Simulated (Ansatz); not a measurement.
**A geometry optimisation of F3GaH4OSi with PBE0-D4/def2-SVP**

The starting geometry of this gas-phase singlet was optimised with GFN2-xTB.

```csv
atom,x (Å),y (Å),z (Å)
F,-0.5326,0.9840,-2.2824
F,-4.6393,0.8814,0.1637
F,-2.7637,-0.6376,0.8769
Ga,-0.1270,1.5179,-0.6645
O,-2.2624,1.6597,-0.1689
Si,-3.2159,0.3281,-0.2907
H,0.3320,0.3874,0.2597
H,0.1985,3.0169,-0.5374
H,-2.6912,2.5102,-0.0321
H,-3.2135,-0.2854,-1.5834
```

Predict what becomes of its bonds when it is optimised with PBE0-D4/def2-SVP.

A new bond forms, giving a structure with F1 bridging Ga4 and Si6, given below by its coordinates. Contacts that close: F1–Si6 (3.41 → 1.91 Å).

The energy falls by 0.67 eV over 23 steps:

| step | E − E(last) (eV) |
| --- | --- |
| 1 | 0.671 |
| 3 | 0.554 |
| 6 | 0.492 |
| 8 | 0.387 |
| 11 | 0.132 |
| 13 | 0.026 |
| 16 | 0.002 |
| 18 | 0.001 |
| 21 | 0.000 |
| 23 | 0.000 |

Final geometry (Å):

```xyz
10

F    -1.2226    0.2473   -1.3734
F    -4.3545    0.8488    0.1393
F    -2.6647   -0.9561    0.1798
Ga   -0.2043    1.6215   -0.4984
O    -2.1221    1.7864    0.0613
Si   -2.9654    0.4117   -0.6217
H     0.5951    1.0054    0.6828
H     0.0916    2.7423   -1.5341
H    -2.6246    2.2895    0.7139
H    -3.4434    0.3657   -2.0088
```

The end wasn't checked by frequencies. Run with Ansatz 0.2.0, 89 s on 2 threads of Arm Neoverse V2, with other jobs on the host.
